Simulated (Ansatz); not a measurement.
One change: `N[Si](O)(Cl)Br` becomes `C[Si](O)(Cl)Br`.

Ansatz, PBE0-D4/def2-TZVP geometries, multiplicity 1. Each molecule was computed in one conformer, which needn't be the lowest.

Scalar relativity is left out up to krypton.

```
                                                                                  property  `N[Si](O)(Cl)Br`
ideal-gas entropy at 298 K and 1 bar (rigid rotor, harmonic PBE0-D4/def2-TZVP) / J/(mol·K)               362
                                                      HOMO–LUMO gap (PBE0/def2-TZVPP) / eV              8.30
                                                       HOMO–LUMO gap (PBE/def2-TZVPP) / eV              5.95
                                        size of the dipole moment (ωB97M-V/def2-TZVPP) / D              2.94
                                                       LUMO energy (B3LYP/def2-TZVPP) / eV             -0.09
                                          size of the dipole moment (B3LYP/def2-TZVPP) / D              2.92
```

**Question.** What does the change do to each property? (Estimate.)

**Answer.** Ansatz gave: 
```
                                                                                  property  `C[Si](O)(Cl)Br`  shift
ideal-gas entropy at 298 K and 1 bar (rigid rotor, harmonic PBE0-D4/def2-TZVP) / J/(mol·K)               369      7
                                                      HOMO–LUMO gap (PBE0/def2-TZVPP) / eV              8.89   0.59
                                                       HOMO–LUMO gap (PBE/def2-TZVPP) / eV              6.59   0.64
                                        size of the dipole moment (ωB97M-V/def2-TZVPP) / D              1.07  -1.87
                                                       LUMO energy (B3LYP/def2-TZVPP) / eV              0.09   0.18
                                          size of the dipole moment (B3LYP/def2-TZVPP) / D              1.06  -1.86
```

With PBE0 the HOMO falls by 0.44 eV and the LUMO rises by 0.15 eV, so the gap widens by about 0.59 eV. PBE moves the HOMO by -0.50 eV and ωB97M-V by -0.38 eV. The zero-point energy changes by 27.3 kJ/mol with +3 modes. Dipoles are sizes alone; their direction can turn.

B3LYP here is the variant with VWN-RPA as its local correlation; programs differ in this.

Spin–orbit coupling is left out; it splits and shifts lone-pair levels of the heavy atoms by tenths of an eV.
